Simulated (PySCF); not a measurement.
C₇H₉N₂ (doublet state).
Cartesian coordinates in Å at the GFN2-xTB level; atoms count from 1:
```
atom  x, y, z in Å
C1     3.1556   -0.4845   -0.4759
N2     2.1335   -0.3370    0.5066
C3     0.8863   -0.1313    0.1529
C4     0.3768   -0.0312   -1.1813
C5    -0.9516    0.1839   -1.4186
C6    -1.8664    0.3124   -0.3609
N7    -3.1862    0.5775   -0.6097
C8    -1.3896    0.2211    0.9588
C9    -0.0661    0.0073    1.2089
H10    2.9660   -1.3283   -1.1522
H11    4.0951   -0.6621    0.0488
H12    3.2658    0.4147   -1.0956
H13    1.0539   -0.1308   -2.0162
H14   -1.3189    0.2568   -2.4342
H15   -3.8435    0.4557    0.1417
H16   -3.5338    0.4265   -1.5414
H17   -2.0928    0.3220    1.7743
H18    0.3072   -0.0664    2.2177
```

The hyperfine couplings belong to this conformer and change with its torsions.

As a line formula: `C[N]C1=CC=C(N)C=C1` [radical].

Level of theory: UKS B3LYP, pcH-1 on C H N, non-relativistic, mean-field spin-orbit, GIAO (PySCF). Geometry: GFN2-xTB, one conformer, isolated molecule. The geometry wasn't refined by DFT: couplings that depend on bond lengths, twists or pyramidal angles can differ widely from those at the functional's own minimum. The frame is twisted about the C6–N7 bond at this geometry (dihedral C8–C6–N7–H15 = -16°); couplings at other torsion angles weren't computed. The SCF solution wasn't tested for stability. ⟨S²⟩ is 0.777 where a pure state has 0.75.

Question: Match the computed a_iso(14N) values +21.5, +8.0 MHz with the sites N2; N7.

Answer: 
| site | a_iso (MHz) | ρ(0) (bohr⁻³) | position | distance from N2 (Å) | spin population | largest \|T\| (MHz) |
| --- | --- | --- | --- | --- | --- | --- |
| N2 | +21.5 | +0.0666 | largest spin population | 0.00 | +0.53 | 51.2 |
| N7 | +8.0 | +0.0248 | 5 bonds from N2 | 5.51 | +0.10 | 12.0 |

ρ(0) is the spin density at the nucleus and T the dipolar tensor; entries for several nuclei are means. The largest Mulliken spin populations are on N2 (+0.53), C4 (+0.24), C6 (+0.24) and C9 (+0.22). Four atoms exceed +0.15.

The spin density at the nucleus, in bohr⁻³, is negative for C3 (-0.0319), C1 (-0.0184) and C8 (-0.0170), for instance. A restricted open-shell determinant has no negative spin density anywhere; here it arises because α and β orbitals differ (spin polarisation).

Class means assume fast exchange of nuclei equivalent by connectivity; if that motion is slow, each nucleus keeps its own coupling. C4 and C9, with what hangs on them, aren't averaged: C3 is flat or nearly so (angle sum 360°), and its turn about the short C3–N2 bond (1.31 Å) is taken as slow. C5 and C8, with what hangs on them, aren't averaged: C6 is flat or nearly so (angle sum 360°), and its turn about the short C6–N7 bond (1.37 Å) is taken as slow. The three 1H nuclei of mean +46.2 MHz run from 0.3 to 70.8 MHz in the frozen geometry.

N2, the radical centre as drawn in `C[N]c1ccc(N)cc1`, holds a spin population of +0.53 out of 1.
